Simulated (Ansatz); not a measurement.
Reaction (hydrogenolysis of a C–Ge bond): `[GeH3][CH2]N1C=C1` + H₂ → `CN1C=C1` + GeH₄

Computed with Ansatz on PBE0-D4/def2-TZVP structures; ΔE is electronic, products minus reactants. CCSD(T)/CBS is the MP2 limit (def2-TZVPP, def2-QZVPP) plus CCSD(T) − MP2 in def2-TZVPP, frozen cores. This one scheme is used for every species. For Ge outer-core shells are correlated without core-valence functions, which leaves a few kJ/mol of doubt a bond. Scalar relativity is left out up to krypton. One conformer a species, not always the lowest.

```tsv
species	CCSD(T)/CBS(def2) energy (Eh)
`[GeH3][CH2]N1C=C1`	-2249.02608
H₂	-1.17544
`CN1C=C1`	-171.72017
GeH₄	-2078.49493
```

(1) Work out ΔE.

Largest T1 diagnostic among the species: 0.012.

Answers

(1) ΔE = (-171.72017) + (-2078.49493) − (-2249.02608) − (-1.17544) = -0.01358 Eh = -35.7 kJ/mol.

From PBE to PBE0 (25 % exact exchange), in def2-TZVPP and without D4, ΔE moves by −3.7 kJ/mol. In def2-TZVPP, CCSD(T) changes the Hartree–Fock value by +30.0 kJ/mol (the triples alone add +5.5 kJ/mol) and MP2 by +38.1 kJ/mol. The D4 term adds +11.6 kJ/mol with B3LYP and +6.5 kJ/mol with PBE0; it sums over pairs of atoms, weighted by their polarisabilities, and B3LYP, whose exchange is more repulsive, gets the larger term.

B3LYP here is the variant with VWN-RPA as its local correlation; programs differ in this.
